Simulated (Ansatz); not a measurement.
`[CH3][Ga]([Cl])[c]1ccccc1` and `[F][Ge]([F])([F])[c]1ccccc1` differ in one atom or group.

Ansatz, PBE0-D4/def2-TZVP geometries, multiplicity 1. Each molecule was computed in one conformer, which needn't be the lowest.

Scalar relativity is left out up to krypton.

| property | `[CH3][Ga]([Cl])[c]1ccccc1` |
| --- | --- |
| HOMO energy (PBE/def2-TZVPP) / eV | -6.54 |
| HOMO–LUMO gap (B3LYP/def2-TZVPP) / eV | 5.63 |
| HOMO–LUMO gap (PBE/def2-TZVPP) / eV | 4.31 |
| HOMO energy (B3LYP/def2-TZVPP) / eV | -7.29 |
| size of the dipole moment (PBE/def2-TZVPP) / D | 2.80 |
| size of the dipole moment (ωB97M-V/def2-TZVPP) / D | 2.81 |

Q: What does the change do to each property? (An estimate is asked.)

A: Ansatz gave: 
```tsv
property	`[F][Ge]([F])([F])[c]1ccccc1`	shift
HOMO energy (PBE/def2-TZVPP) / eV	-7.14	-0.60
HOMO–LUMO gap (B3LYP/def2-TZVPP) / eV	6.28	0.65
HOMO–LUMO gap (PBE/def2-TZVPP) / eV	4.83	0.52
HOMO energy (B3LYP/def2-TZVPP) / eV	-7.92	-0.63
size of the dipole moment (PBE/def2-TZVPP) / D	4.56	1.76
size of the dipole moment (ωB97M-V/def2-TZVPP) / D	4.67	1.86
```

Dipoles are sizes alone; their direction can turn.

B3LYP here is the variant with VWN-RPA as its local correlation; programs differ in this.
